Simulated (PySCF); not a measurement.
Correlation energy of Os²⁺ (osmium, charge +2)

[Xe] 4f14 5d5 6s1, high-spin 7S determinant (an excited configuration). Calculation: PySCF 2.14, in def2-TZVPPD with the def2 core potential (60 electrons) (6s5p3d2f1g, 59 functions); scalar relativity through the core potential. Frozen: nothing; 14 electrons correlated.

```json
{"level": "CCSD", "correlation energy (mhartree)": "-305.82"}
{"level": "(T)", "correlation energy (mhartree)": "-6.69"}
{"level": "CCSD(T)", "correlation energy (mhartree)": "-312.51"}
```

Diagnostics: T1 = 0.0045, D1 = 0.0160, largest double amplitude 0.022.

**Question.** Is a single reference adequate?

**Answer.** Yes, within this model without spin-orbit coupling: T1 lies below 0.03 and no double amplitude reaches 0.07.

The basis has no tight functions for the innermost shells, so their pair energies are far from complete.

This basis was not built for core-valence correlation, so the inner-shell part is incomplete.
